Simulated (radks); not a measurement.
The numbers below are computed, except where a source is named.
Q: The samarium ion Sm2+, configuration [Xe] 4f6. Code: a radial shooting solver on a logarithmic mesh with Libxc functionals. Model: scalar-relativistic Kohn-Sham, TASK exchange with Perdew-Wang LDA correlation, spin-polarised, spherical densities, finite nucleus; open shells are filled with parallel spins first (spin-orbit coupling, left out, can overturn this in heavy ions); meta-GGA in the generalised Kohn-Sham scheme; Fermi nuclear charge, rms radius 5.0819 fm. Some entries of the table are withheld. Estimate them.

orbital  occ.  eigenvalue (eV)  <1/r> (bohr^-1)  r(max) (bohr)
1s up       1        -46760.38            68.78        0.01449
1s down     1        -46760.37            68.78        0.01449
2s down     1        -7678.462            15.93        0.08218
2s up       1        -7678.459            15.93        0.08218
2p up       3        -6849.749            14.94        0.06636
2p down     3        -6849.748            14.94        0.06636
3s up       1        -1701.363            5.834         0.2338
3s down     1        -1698.578            5.842         0.2336
3p up       3        -1441.299            5.497         0.2291
3p down     3        -1438.494            5.505         0.2289
3d up       5        -1087.898            5.211         0.1878
3d down     5        -1085.713            5.218         0.1876
4s up       1        -354.6426            2.442         0.5405
4s down     1        -348.0259            2.441         0.5403
4p up       3        -268.6203            2.247            (1)
4p down     3        -261.9106            2.247            (2)
4d up       5        -147.1682              (3)         0.5888
4d down     5        -140.1961              (4)         0.5881
5s up       1         -60.6892           0.9467          1.261
5s down     1         -56.2960           0.9179          1.283
5p up       3              (5)           0.8110          1.422
5p down     3              (6)           0.7769          1.458
4f up       6         -16.7595            1.394         0.6138

A: 
(1) 4p up r(max) (bohr): 0.5641
(2) 4p down r(max) (bohr): 0.5637
(3) 4d up <1/r> (bohr^-1): 1.970
(4) 4d down <1/r> (bohr^-1): 1.970
(5) 5p up eigenvalue (eV): -39.0681
(6) 5p down eigenvalue (eV): -35.7855
